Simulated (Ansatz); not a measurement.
`BC(C)B[SiH3]` + `FC1NCO1` → `FC1OCN1[SiH3]` + `BC(B)C`  (cleavage of the Si–B bond)

Program: Ansatz. Geometries: PBE0-D4/def2-TZVP. ΔE: electronic, gas phase. CBS: MP2 limit from def2 TZ/QZ plus the TZ coupled-cluster correction, frozen cores. DFT in def2-TZVPP. Each species was taken in one conformer, which may not be the lowest.

```json
{"level": "r2SCAN-D4", "ΔE (eV)": "-0.60"}
{"level": "HF/def2-TZVPP", "ΔE (eV)": "-0.85"}
```

**Question.** What does CCSD(T)/CBS give? (An estimate is asked.)

**Answer.** Ansatz gave: -0.66 eV. The listed levels differ from it by 0.06, -0.19 eV.

Largest T1 diagnostic among the species: 0.013.

From PBE to PBE0 (25 % exact exchange), in def2-TZVPP and without D4, ΔE moves by −0.06 eV. In def2-TZVPP, CCSD(T) changes the Hartree–Fock value by +0.20 eV (the triples alone add +0.02 eV) and MP2 by +0.11 eV.
